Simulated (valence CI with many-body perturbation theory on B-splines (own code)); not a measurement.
**Pt47+: calculated level list**

Level of theory: configuration interaction combined with many-body perturbation theory (CI+MBPT): three valence electrons over a frozen Dirac-Fock core [Ar] 3d10, radial functions for each j: 11 s, 11 p, 9 d, 7 f, 5 g, 2 h, 1 i, with the one-electron correlation potential Σ1 (screened to all orders), the two-electron term Σ2, the three-electron term Σ3, Breit, model QED; selected single and double excitations, second order for the rest (own B-spline code, finite nucleus).

No measured spectrum was set against this ion. As an estimate, large intervals hold to a few tenths of a per cent, small ones and those within an open d or f shell to about a per cent.

Levels 46 to 67 of 67, with energies above the lowest level, (4s^2 4p1/2) J=1/2. "Leading %" is the weight of the configuration and term that name the level; weights of strongly mixed levels are sums over their largest components and can fall short. In the jj column 3d3/2^4 stands for four electrons in 3d with j = 3/2. Lifetimes count E1, E2, E3, M1 and M2 decay at the calculated energies, and are blank where another channel may lead or the interval is too uncertain; long ones can be off by a factor of two.

```csv
No.,Configuration,Term,J,E (Ry),Leading %,Lifetime,Second component,Leading jj
46,4s4p4f,⁴D,7/2,45.320,30,5.02 ps,28 % 4s4p4f ⁴F,4s 4p1/2 4f7/2 (96 %)
47,4s4p4f,²D,5/2,45.422,24,2.81 ps,22 % 4s4p4f ²F,4s 4p1/2 4f5/2 (93 %)
48,4s4p4f,⁴F,3/2,45.503,53,2.63 ps,32 % 4s4p4f ²D,4s 4p1/2 4f5/2 (95 %)
49,4p³,²P°,3/2,45.740,47,420 fs,27 % 4p³ ²D°,4p3/2^3 (90 %)
50,4s4p4f,²G,9/2,45.847,35,5.42 ps,34 % 4s4p4f ⁴G,4s 4p1/2 4f7/2 (97 %)
51,4s4p4f,²G,7/2,45.954,31,3.62 ps,24 % 4s4p4f ²F,4s 4p1/2 4f7/2 (91 %)
52,4s4p4f,²D,5/2,46.037,31,2.57 ps,28 % 4s4p4f ²F,4s 4p1/2 4f7/2 (88 %)
53,4p²4d,²F,5/2,46.720,52,1.61 ps,31 % 4p²4d ⁴F,4p1/2 4p3/2 4d3/2 (89 %)
54,4p²4d,⁴F,3/2,46.846,40,1.18 ps,25 % 4p²4d ⁴D,4p1/2 4p3/2 4d3/2 (96 %)
55,4p²4d,⁴D,1/2,46.855,82,1.30 ps,15 % 4p²4d ²P,4p1/2 4p3/2 4d3/2 (99 %)
56,4p²4d,²G,7/2,47.444,34,1.13 ps,20 % 4p²4d ⁴F,4p1/2 4p3/2 4d3/2 (74 %)
57,4p²4d,²D,3/2,48.118,41,449 fs,26 % 4p²4d ²P,4p1/2 4p3/2 4d3/2 (93 %)
58,4p²4d,⁴P,1/2,48.291,37,478 fs,31 % 4p²4d ²P,4p1/2 4p3/2 4d3/2 (95 %)
59,4p²4d,²D,5/2,48.332,29,471 fs,27 % 4p²4d ⁴P,4p1/2 4p3/2 4d3/2 (76 %)
60,4p²4d,⁴D,7/2,48.849,46,1.23 ps,35 % 4p²4d ⁴F,4p1/2 4p3/2 4d5/2 (97 %)
61,4p²4d,²G,9/2,49.091,60,2.03 ps,34 % 4p²4d ⁴F,4p1/2 4p3/2 4d5/2 (94 %)
62,4p²4d,²P,3/2,49.308,49,1.07 ps,27 % 4p²4d ⁴P,4p1/2 4p3/2 4d5/2 (95 %)
63,4p²4d,²D,5/2,49.411,41,1.19 ps,28 % 4p²4d ²F,4p1/2 4p3/2 4d5/2 (92 %)
64,4p²4d,²F,7/2,50.252,51,943 fs,22 % 4p²4d ²G,4p1/2 4p3/2 4d5/2 (84 %)
65,4p²4d,²D,5/2,50.396,32,644 fs,28 % 4p²4d ⁴P,4p1/2 4p3/2 4d5/2 (83 %)
66,4p²4d,²D,3/2,50.452,62,1.03 ps,15 % 4p²4d ²P,4p1/2 4p3/2 4d5/2 (93 %)
67,4p²4d,²P,1/2,50.504,57,1.04 ps,34 % 4p²4d ²S,4p1/2 4p3/2 4d5/2 (94 %)
```
